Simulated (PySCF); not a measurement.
C4H12OSi, SMILES C[Si](C)(C)CO (GFN2-xTB optimised geometry):

```
18

C     -0.987    -1.659    -1.530
Si    -0.294    -0.759     0.000
C     -0.942    -1.589     1.597
C      1.611    -0.759     0.000
C     -0.921     1.063     0.000
O     -0.549     1.753     1.189
H     -0.674    -1.178    -2.451
H     -2.072    -1.682    -1.525
H     -0.639    -2.687    -1.563
H     -2.018    -1.476     1.704
H     -0.729    -2.654     1.594
H     -0.475    -1.172     2.485
H      2.009    -1.753     0.181
H      2.006    -0.415    -0.951
H      2.000    -0.100     0.771
H     -0.468     1.636    -0.810
H     -2.009     1.127    -0.137
H     -0.925     1.279     1.937
```

Method: B3LYP/def2-SVP (PySCF).

Question: What are the frontier orbital energies and the dipole moment?

Answer: HOMO-2 -8.30 eV, HOMO-1 -8.14 eV, HOMO -6.58 eV, LUMO 0.97 eV, LUMO+1 1.52 eV; dipole moment 1.66 D.

Meta-Löwdin charges at B3LYP/def2-SVP: C1 -0.54, Si2 0.89, C3 -0.54, C4 -0.54, C5 -0.19, O6 -0.51, H7 0.11, H8 0.11, H9 0.11, H10 0.10, H11 0.11, H12 0.10, H13 0.10, H14 0.11, H15 0.11, H16 0.10, H17 0.08, H18 0.30.
